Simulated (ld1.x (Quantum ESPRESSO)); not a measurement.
# N (Z = 7): excitation energies, all-electron against ultrasoft

nitrogen (N), ultrasoft, made with ld1.x (Quantum ESPRESSO) 7.5 (PBEsol, non-relativistic). Core none, reference 1s2 2s2 2p3. Waves: 1s (bound): rcut 0.35, rcutus 0.40 bohr; 2s (bound): rcut 0.35, rcutus 0.40 bohr; 2p (bound): rcut 1.35, rcutus 1.90 bohr; 2p channel at 1.3 Ry: rcut 1.35, rcutus 1.90 bohr; 3d channel at 0.05 Ry: rcut 1.10, rcutus 1.45 bohr; 3d channel at 0.4 Ry: rcut 1.10, rcutus 1.45 bohr. Local part: all-electron potential smoothed inside 1.35 bohr (lloc = -1). Core correction: none. Augmentation charge: PSQ, inside the norm-conserving radii.

Energies are relative to the spin-unpolarised reference configuration 1s2 2s2 2p3; without spin polarisation the order of configurations can differ from experiment. Not all tests gave a result: 3 of 7 tests not solved or not reliable. Left out of the table: 1s2 2s2 2p3.3 (solver errors, printed error +0.5 meV); 1s1 2s2 2p3 (solver errors, printed error -408 eV); 1s2 2s1 2p0 (solver errors, printed error -264 eV).

| valence configuration | charge | ΔE all-electron (eV) | error AE − PS (meV) |
| --- | --- | --- | --- |
| 1s2 2s2 2p0 | +3 | 89.156 | +60 |
| 1s2 2s2 2p2.5 | +0.5 | 5.065 | +2.6 |

Task: What are ΔE and the potential's error for 1s2 2s2 2p2?

Result: ΔE = 13.527 eV all-electron; the error (AE − PS) is +13 meV.

Task: What are ΔE and the potential's error for 1s2 2s2 2p1?

Result: ΔE = 42.269 eV all-electron; the error (AE − PS) is +56 meV.

A Bessel basis up to 400 Ry misses an occupied level by 0.03 Ry, so cutoffs and ghosts were not judged.
